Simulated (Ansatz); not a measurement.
All numbers were calculated with Ansatz.

`C[P+](C)(C)[Ga-]([Cl])([Cl])[Cl]` at its PBE0-D4/def2-TZVP geometry, where that method's forces vanish. Charge 0, multiplicity 1.

| atom | x (Å) | y (Å) | z (Å) |
| --- | --- | --- | --- |
| C1 | 1.384 | -0.234 | -1.205 |
| P2 | -0.004 | 0.065 | -0.089 |
| C3 | -1.516 | -0.208 | -1.039 |
| C4 | 0.037 | 1.816 | 0.351 |
| Ga5 | 0.093 | -1.337 | 1.842 |
| Cl6 | -1.681 | -0.751 | 2.951 |
| Cl7 | 0.034 | -3.334 | 0.988 |
| Cl8 | 1.983 | -0.774 | 2.752 |
| H9 | 1.369 | -1.281 | -1.512 |
| H10 | 1.333 | 0.409 | -2.085 |
| H11 | 2.315 | -0.048 | -0.665 |
| H12 | -2.375 | -0.007 | -0.397 |
| H13 | -1.555 | -1.255 | -1.345 |
| H14 | -1.555 | 0.436 | -1.920 |
| H15 | -0.007 | 2.451 | -0.535 |
| H16 | 0.956 | 2.018 | 0.904 |
| H17 | -0.810 | 2.035 | 1.004 |

Q: For each bond, give half the difference of the two atoms' forces along it (eV/Å; positive pushes the atoms apart) under PBE-D4, r2SCAN-D4, B3LYP-D4, ωB97M-V in def2-TZVPP. (Estimate.)

A: The calculation gave: 
```
   bond  length (Å)  PBE-D4  r2SCAN-D4  B3LYP-D4  ωB97M-V
  C1–P2       1.806    0.06       0.06      0.12     0.06
 C1–H10       1.092    0.10      -0.01     -0.06    -0.06
 C1–H11       1.091    0.10      -0.02     -0.07    -0.04
  P2–C3       1.806    0.06       0.06      0.12     0.06
  P2–C4       1.806    0.06       0.06      0.12     0.06
 C3–H12       1.091    0.10      -0.02     -0.07    -0.04
 C3–H13       1.091    0.10      -0.02     -0.07    -0.04
 C3–H14       1.092    0.10      -0.01     -0.06    -0.06
 C4–H15       1.092    0.10      -0.01     -0.06    -0.06
 C4–H16       1.091    0.10      -0.02     -0.07    -0.04
 C4–H17       1.091    0.10      -0.02     -0.07    -0.04
Ga5–Cl6       2.173    0.14       0.02      0.14     0.01
Ga5–Cl7       2.173    0.14       0.02      0.14     0.01
Ga5–Cl8       2.172    0.14       0.02      0.14     0.01
```

B3LYP here is the variant with VWN-RPA as its local correlation; programs differ in this.
